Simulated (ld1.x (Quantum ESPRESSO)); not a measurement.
# Which change was made? (Ga, ultrasoft)

```
Element                 : Ga
Generator               : ld1.x (Quantum ESPRESSO) 7.5
Type                    : ultrasoft
Functional              : LDA (PZ)
Relativity              : fully relativistic
Frozen core             : [Ar]
Valence charge          : 13
Reference configuration : 3d10 4s2 4p1
Partial waves           : 4s (bound): rcut 1.75, rcutus 2.35 bohr; 4s channel at 0.2 Ry: rcut 1.75, rcutus 2.35 bohr; 4p (bound): rcut 1.85, rcutus 1.95 bohr; 4p channel at 0.7 Ry: rcut 1.85, rcutus 1.95 bohr; 3d (bound): rcut 0.55, rcutus 0.65 bohr; 3d channel at -0.1 Ry: rcut 0.55, rcutus 0.65 bohr
Local potential         : all-electron potential smoothed inside 2.10 bohr (lloc = -1)
Core correction         : none
Augmentation charge     : built from norm-conserving waves at rcut, not smoothed further
```

Open shells are filled in proportion to 2j + 1 (rel_dist='average').

Cutoffs, loose and tight: the cutoffs (Ry, on a coarse ladder) from which the occupation-weighted sum of valence levels, in a spherical-Bessel basis at the reference potential, stays within 10 and 1 mRy of its value at 400 Ry. They do not see the model core or the augmentation charge, which bear on the density cutoff. Test errors are all-electron minus pseudo excitation energies from the reference, over the configurations 3d10 4s2 4p0; 3d10 4s1 4p0; 3d10 4s0 4p0; 3d10 4s1 4p2; 3d10 4s2 4p1.3; 3d10 4s2 4p0.5; 3d10 4s1 4p1; variants that change the core or the reference have their own tests.

The base gives: outcome: generated; cutoff, loose: over 300 Ry; cutoff, tight: over 300 Ry; bound ghosts: none; largest test error (meV): +2.8.

Question: After one change the result is: outcome: generated; cutoff, loose: 8 Ry; cutoff, tight: 12 Ry; bound ghosts: none; largest test error (meV): -89. Which change was it?
A. type PAW; local potential all-electron potential smoothed inside 0.90 bohr (lloc = -1); core correction a·sin(br)/r model core, default radius (ld1.x builds one for every PAW set, though the input has nlcc=.false.); augmentation PSQ, radius 0.55 bohr
B. local potential all-electron potential smoothed inside 0.96 bohr (lloc = -1)
C. core [Ar] 3d10, valence charge 3; reference 4s1 4p2; waves now 4s (bound): rcut 1.50, rcutus 1.75 bohr; 4s channel at 0.2 Ry: rcut 1.50, rcutus 1.75 bohr; 4p (bound): rcut 2.40, rcutus 2.55 bohr; 4p channel at 0.7 Ry: rcut 2.40, rcutus 2.55 bohr; local potential all-electron potential smoothed inside 1.40 bohr (lloc = -2); core correction Bessel-smoothed model core inside 1.70 bohr

Answer: C. The others give: type PAW; local potential all-electron potential smoothed inside 0.90 bohr (lloc = -1); core correction a·sin(br)/r model core, default radius (ld1.x builds one for every PAW set, though the input has nlcc=.false.); augmentation PSQ, radius 0.55 bohr → outcome: generated; bound ghosts: not determined; largest test error (meV): +35 | local potential all-electron potential smoothed inside 0.96 bohr (lloc = -1) → outcome: generated, overlap not positive; bound ghosts: not determined (overlap not positive); largest test error (meV): +6.7. A file whose overlap is not positive is unfit for use, and its test errors describe a broken file.
